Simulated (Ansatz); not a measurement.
BFH₂O₃Zn (`OB(O)[O][Zn][F]`), relaxed with RKS PBE0-D4/def2-TZVP in Ansatz from a GFN2-xTB geometry. The force threshold is 0.005 eV/Å; the program also tests the step.

The species carries charge 0 and has multiplicity 1.

Start:

```xyz
8

O     1.253   -0.190    1.539
B     0.490   -0.285    0.446
O    -0.022    0.847   -0.271
O     0.084   -1.406   -0.128
Zn   -0.937   -0.717   -1.403
F    -2.499   -0.681   -2.062
H     1.459    0.683    1.871
H     0.173    1.749    0.006
```

Task: How much energy does the relaxation release, and in how many steps? (An estimate is asked.)

Result: Computed: 40.79 kJ/mol, in 13 steps, 2 of them rejected.

Task: Which bonds change most? (Best estimate.)

Result: The calculation gave: Zn5–F6 from 1.695 to 1.740 Å; B2–O3 from 1.434 to 1.398 Å; O1–B2 from 1.337 to 1.367 Å; B2–O4 from 1.323 to 1.346 Å.

Task: Give the relaxed structure. (An estimate is asked.)

Result: Ansatz gave: 
```xyz
8

O     1.392   -0.205    1.464
B     0.450   -0.163    0.475
O    -0.056    1.021   -0.070
O    -0.052   -1.302   -0.037
Zn   -1.260   -0.990   -1.311
F    -2.455   -0.859   -2.569
H     1.703    0.644    1.777
H     0.277    1.853    0.270
```
